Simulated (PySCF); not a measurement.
Computed shifts of a molecule C4H9NSi, PBE/pcSseg-1 in PySCF, GIAO, gas phase, atoms alike by connectivity averaged where their shifts nearly agree, in ppm (number of nuclei): ¹³C: 89.5 (1), 71.9 (1), 25.2 (1), 17.0 (1). ²⁹Si: -26.3 (1). ¹⁵N: 15.8 (1). ¹H: 4.90 (2), 2.31 (2), 1.89 (1), 1.17 (2), 0.40 (2). References: ¹³C against TMS (σ = 182.0 ppm); ²⁹Si against TMS (σ = 335.4 ppm); ¹⁵N against NH3 (σ = 267.0 ppm); ¹H against TMS (σ = 31.49 ppm), references at their B3LYP-D3(BJ)/def2-TZVP geometries, non-relativistic. Geometry: B3LYP-D3(BJ)/def2-SVP. One conformer was computed; it need not be the lowest.

Which structure fits?
(A) C#CCC[SiH2]N
(B) C=C[SiH](N)C=C
(C) CC1=C[SiH2][C@H]1N
(D) C1=C[SiH2]NCC1

A, C#CCC[SiH2]N
